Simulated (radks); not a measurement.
Problem. Numerical settings for neutral platinum, [Xe] 4f14 5d9 6s1. All-electron calculation, Dirac Kohn-Sham, PBE, spin-unpolarised, spherical densities, point nucleus; open shells are shared between the two j in proportion to 2j + 1. Program: a radial shooting solver on a logarithmic mesh with Libxc functionals. The defaults (mesh step 0.008 in ln r, mesh end at 40 bohr or more with all orbitals vanishing there, Anderson mixing 0.5 over 9 steps, residual threshold near 1e-9 with the energy settled to 1e-9 hartree or 1e-11 of itself, here a cap of 56 iterations) give E = -18446.758 hartree and 5d5/2 at -5.648 eV in 15 iterations. Times are rough (one thread of a shared host). One setting is changed at a time: mesh step in ln r 0.005; mesh step in ln r 0.03; mesh step in ln r 0.02; mesh end (bohr) 2; mesh end (bohr) 8; residual threshold 0.1; residual threshold 0.01; mixing 0.01; linear mixing, mixing 0.5; linear mixing, mixing 0.8; mixing history 3; iteration cap 3. Which runs fail to converge, and which converge to a wrong energy?

Solution. Not converged within the cap: linear mixing, mixing 0.8; iteration cap 3. Settled on a wrong energy, with an occupied level pushed above zero by the early mesh end: mesh end (bohr) 2 (+14 hartree). Apart from these: settings that end as converged yet miss the energy by more than 1 mhartree: mesh end (bohr) 8 (+0.00166 hartree).
